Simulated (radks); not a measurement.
Task: Species: the argon ion Ar14+. Configuration: [He] 2s1 2p1 (not the ground configuration). Calculated with a radial shooting solver on a logarithmic mesh with Libxc functionals: scalar-relativistic Kohn-Sham, LDA (Slater exchange, Perdew-Wang correlation), spin-unpolarised, spherical densities, finite nucleus; Fermi nuclear charge, rms radius 3.4274 fm. Some entries of the table are withheld. Estimate them.

| orbital | occ. | eigenvalue (eV) | <r> (bohr) |
|---|---|---|---|
| 1s | 2 | (1) | (2) |
| 2s | 1 | -820.1750 | 0.3635 |
| 2p | 1 | -780.7641 | (3) |
| 3s | 0 | -338.3599 | 0.8530 |
| 3p | 0 | (4) | 0.8138 |
| 3d | 0 | -316.8826 | (5) |

Result: 
(1) 1s eigenvalue (eV): -3804.312
(2) 1s <r> (bohr): 0.08530
(3) 2p <r> (bohr): 0.3138
(4) 3p eigenvalue (eV): -326.6140
(5) 3d <r> (bohr): 0.6985
